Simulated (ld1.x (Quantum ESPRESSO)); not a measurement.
**Cutoff test, K, ultrasoft**

potassium (K), ultrasoft, made with ld1.x (Quantum ESPRESSO) 7.5 (BP86, scalar-relativistic). Core [Ne], reference 3s2 3p6 4s1 4p0. Waves: 3s (bound): rcut 2.10, rcutus 2.35 bohr; 4s (bound): rcut 2.10, rcutus 2.35 bohr; 3p (bound): rcut 2.00, rcutus 2.20 bohr; 4p (bound, empty): rcut 2.00, rcutus 2.20 bohr; 3d channel at -0.2 Ry: rcut 1.75, rcutus 2.10 bohr. Local part: all-electron potential smoothed inside 2.10 bohr (lloc = -2). Core correction: Bessel-smoothed model core, default radius (core density twice the valence density). Augmentation charge: PSQ, radius 1.60 bohr.

The pseudo-atom Hamiltonian at the reference potential is diagonalised in spherical Bessel functions j_l(qr) that vanish at 20 bohr, with q² up to the cutoff. All-electron valence levels (Ry): 3s -2.6039, 4s -0.1794, 3p -1.3892, 4p -0.0653.

Problem. How do the lowest levels (Ry) of each channel move with the cutoff, and are there ghosts?

Solution.

| cutoff (Ry) | s #1 | s #2 | s #3 | p #1 | p #2 | p #3 | d #1 | f #1 | f #2 | Σ f·Δε (mRy) |
| --- | --- | --- | --- | --- | --- | --- | --- | --- | --- | --- |
| 8 | -2.6011 | -0.1648 | 0.0129 | -1.3331 | -0.0578 | 0.0537 | 0.0152 | 0.0850 | 0.1975 | 357.4 |
| 10 | -2.6034 | -0.1696 | 0.0114 | -1.3666 | -0.0598 | 0.0524 | 0.0136 | 0.0850 | 0.1975 | 146.6 |
| 12 | -2.6037 | -0.1744 | 0.0099 | -1.3813 | -0.0612 | 0.0516 | 0.0119 | 0.0850 | 0.1975 | 53.1 |
| 15 | -2.6037 | -0.1778 | 0.0088 | -1.3882 | -0.0629 | 0.0506 | 0.0105 | 0.0850 | 0.1975 | 8.6 |
| 18 | -2.6038 | -0.1793 | 0.0084 | -1.3889 | -0.0638 | 0.0500 | 0.0094 | 0.0850 | 0.1975 | 2.3 |
| 21 | -2.6039 | -0.1793 | 0.0084 | -1.3890 | -0.0645 | 0.0496 | 0.0091 | 0.0850 | 0.1975 | 1.9 |
| 25 | -2.6039 | -0.1794 | 0.0083 | -1.3891 | -0.0650 | 0.0493 | 0.0091 | 0.0850 | 0.1975 | 1.1 |
| 30 | -2.6039 | -0.1794 | 0.0083 | -1.3892 | -0.0650 | 0.0493 | 0.0091 | 0.0850 | 0.1975 | 0.3 |
| 35 | -2.6039 | -0.1794 | 0.0083 | -1.3892 | -0.0650 | 0.0493 | 0.0090 | 0.0850 | 0.1975 | 0.2 |
| 40 | -2.6039 | -0.1794 | 0.0083 | -1.3892 | -0.0650 | 0.0493 | 0.0090 | 0.0850 | 0.1975 | 0.1 |
| 400 | -2.6039 | -0.1794 | 0.0083 | -1.3893 | -0.0650 | 0.0493 | 0.0090 | 0.0850 | 0.1975 | 0.0 |

Result: no extra level below or beside the all-electron valence levels (s, p, d, f tested); 10 mRy is reached at 15 Ry and 1 mRy at 30 Ry.

Test run stopped at test 1 of 5 (negative rho).
